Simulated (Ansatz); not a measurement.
A run for Ansatz (a quantum-chemistry and plane-wave program): R-r2SCAN/def2-TZVPP on H2O (SMILES O).

Ansatz 0.2 input:
```yaml
crystal:
  periodic: [false, false, false]
  atoms:
    - {symbol: O, position_ang: [-0.00000000, 0.00000000, 0.38961139]}
    - {symbol: H, position_ang: [0.00000000, 0.76498632, -0.19485569]}
    - {symbol: H, position_ang: [0.00000000, -0.76498632, -0.19485569]}
basis:
  gaussian:
    orbitals: def2-TZVPP
hamiltonian:
  xc: {name: r2SCAN}
scf: {lower_state_search: off}
```

It printed:

```
WARN ansatz: RAYON_NUM_THREADS=4 ignored (pool sized by the plan → 4); use --threads N
Functional definition: r2SCAN
these checks for a lower state are left out or cut short: stability, starts, cluster_reference, orbital_swaps, neighbouring_geometries, increment
integrals: 0.01 GiB planned
269 factors; their error is unknown
mean field: 0.11 GiB planned
mean field evaluation 1: about -2074.9216 eV, gradient 5.5e1 eV
mean field evaluation 2: about -2065.6847 eV, gradient 9.0e1 eV
mean field evaluation 4: about -2079.5809 eV, gradient 6.0e-1 eV
mean field evaluation 8: about -2079.5805 eV, gradient 1.9e-1 eV
mean field -2079.58048684 eV, -76.4231733012 hartree, gradient 7.6e-6 eV, S^2 0.000000; 0 other end points of the search recorded, 0 dependent functions left out
reference -2079.58049206 eV, -76.4231734930 hartree; 5, 5 occupied and 54, 54 virtual orbitals, 269 factors
Total energy: -2079.58049206 eV, -76.4231734930 hartree
Checks for a lower state left out: stability, starts, cluster_reference, orbital_swaps, neighbouring_geometries, increment
```

The calculation finished and met its thresholds.

Cost: very roughly 0.7 core-seconds.
